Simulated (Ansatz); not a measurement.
The first iterations of a band of CH$_{5}$BNS (9 atoms, charge 1, multiplicity 1).

Computed with UKS PBE-D4/cc-pVDZ in Ansatz 0.2.0.

```json
{
  "movable images": "5",
  "climbing image": "yes",
  "spring": "5.0 eV/Å²",
  "optimiser": "quadratic models (default)",
  "start path": "straight line",
  "force threshold": "0.05 eV/Å",
  "iteration limit": "60",
  "end points": "relaxed"
}
```

Initial state:

```xyz
9
Properties=species:S:1:pos:R:3
C -0.137 1.065 0.055
N -0.021 -0.401 0.475
B 0.257 -1.335 -0.660
S 0.555 -2.313 -1.895
H -0.964 1.147 -0.671
H -0.341 1.668 0.958
H 0.818 1.363 -0.412
H -0.895 -0.695 0.957
H 0.727 -0.499 1.193
```

Final state:

```xyz
9
Properties=species:S:1:pos:R:3
C 0.560 0.875 -0.155
N -0.065 -0.255 0.644
B -0.717 -0.918 -0.619
S -0.108 0.274 -1.783
H -1.384 -1.912 -0.640
H 0.162 1.861 0.146
H 1.664 0.855 -0.099
H -0.740 0.067 1.365
H 0.627 -0.848 1.141
```

| iteration | highest image above the first end (eV) | largest band force component (eV/Å) |
| --- | --- | --- |
| 1 | 5.917 | 5.546 |
| 2 | 4.241 | 3.678 |
| 3 | 3.373 | 3.530 |
| 4 | 3.041 | 1.487 |
| 5 | 2.895 | 1.316 |
| 6 | 2.771 | 1.682 |
| 7 | 2.625 | 0.878 |
| 8 | 2.587 | 0.566 |
| 9 | 2.605 | 0.998 |
| 10 | 2.563 | 0.200 |
| 11 | 2.557 | 0.527 |
| 12 | 2.551 | 0.703 |
| 13 | 2.550 | 1.005 |
| 14 | 2.547 | 1.337 |
| 15 | 2.542 | 2.292 |

**Question.** Does the band converge within its limit, and where does its top end?

**Answer.** It converged. It ended after 45 iterations with the highest image 2.471 eV above the first end. The profile has 2 maxima (images 2, 5) with wells between them (image 4): this band takes more than one step, which may be the mechanism or a detour left from its start path. Neighbouring images differ by up to 1.7 eV, so the band resolves the path poorly. Another band between the same ends (5 images) ends at a top of the same energy, where a vibrational analysis finds 1 clearly imaginary mode.

The run took 9 min on 2 threads of Arm Neoverse V1, with other jobs on the host, peak memory 0.22 GiB.
